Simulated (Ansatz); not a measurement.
`F[CH]([SiH3])[GaH2]` + H–F → `[F][GaH2]` + `FC[SiH3]` at 298.15 K and 1 bar (ligand exchange at a Ga–C bond).

Calculated with Ansatz (gas phase, PBE0-D4/def2-TZVP geometries, no zero-point term in ΔE). CCSD(T)/CBS adds triple-zeta CCSD(T) − MP2 to the extrapolated MP2 energy (def2 sets, frozen cores). This one scheme is used for every species. For Ga outer-core shells are correlated without core-valence functions, which leaves a few kJ/mol of doubt a bond. Scalar relativity is left out up to krypton.

| species | CCSD(T)/CBS energy (Eh) | H − E (kJ/mol) | S (J/(mol·K)) |
| --- | --- | --- | --- |
| `F[CH]([SiH3])[GaH2]` | -2354.42561 | 170.4 | 355.5 |
| H–F | -100.39570 | 33.5 | 173.6 |
| `[F][GaH2]` | -2024.95631 | 51.0 | 253.1 |
| `FC[SiH3]` | -429.90570 | 157.3 | 287.8 |

H − E and S are ideal-gas, rigid-rotor, harmonic terms from PBE0-D4/def2-TZVP, for one conformer and one mirror image of each species. 1 Eh = 2625.50 kJ/mol, R = 8.31446 J/(mol·K).

**Question.** By hand: ΔE, ΔH, ΔS and ΔG.

**Answer.** ΔE = (-2024.95631) + (-429.90570) − (-2354.42561) − (-100.39570) = -0.04070 Eh = -106.9 kJ/mol. Δ(H − E) = 51.0 + 157.3 − 170.4 − 33.5 = 4.4, so ΔH = -102.5 kJ/mol. ΔS = 253.1 + 287.8 − 355.5 − 173.6 = 11.8 J/(mol·K). ΔG = -102.5 − 298.15 × (11.8)/1000 = -106.0 kJ/mol.

**Question.** By hand: the equilibrium constant, and the temperature at which ΔG would vanish if ΔH and ΔS stayed fixed.

**Answer.** log₁₀ K = −ΔG/(RT ln 10) = 18.6. ΔH and −TΔS have one sign here, so there is no such temperature.

The number of gas molecules stays the same, so ΔS is small and ΔH decides. A doubt of 5 kJ/mol in ΔE shifts log₁₀ K by 0.9 here. Other conformers and mirror images would add mixing entropy, several J/(mol·K) or more a flexible species. These are equilibria of isolated gas molecules and say nothing of rates. Largest T1 diagnostic: 0.014 (customary marks: 0.02 for closed shells, 0.045 for open ones).

ΔS is within the doubt of such terms, so its sign, and with it that verdict, could turn.
